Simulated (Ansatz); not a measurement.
Ansatz results at the PBE0-D4/def2-TZVP geometry: HOMO energy (PBE0/def2-TZVPP) -6.91 eV; LUMO energy (B3LYP/def2-TZVPP) -0.62 eV; LUMO energy (ωB97M-V/def2-TZVPP) 1.10 eV.

Each molecule was computed in one conformer, which needn't be the lowest.

**Question.** Which molecule gave them?
A. `[F][AlH][GeH3]`
B. `[OH][Al]([Cl])[O][SiH3]`
C. `C[CH2][Al]([CH2]C)[CH2]C`
D. `[AlH2][Br]`

**Answer.** C. The others give `[F][AlH][GeH3]`: -7.86, -1.94, -0.08; `[OH][Al]([Cl])[O][SiH3]`: -8.90, -1.19, 0.72; `[AlH2][Br]`: -8.28, -1.95, -0.11.

B3LYP here is the variant with VWN-RPA as its local correlation; programs differ in this.
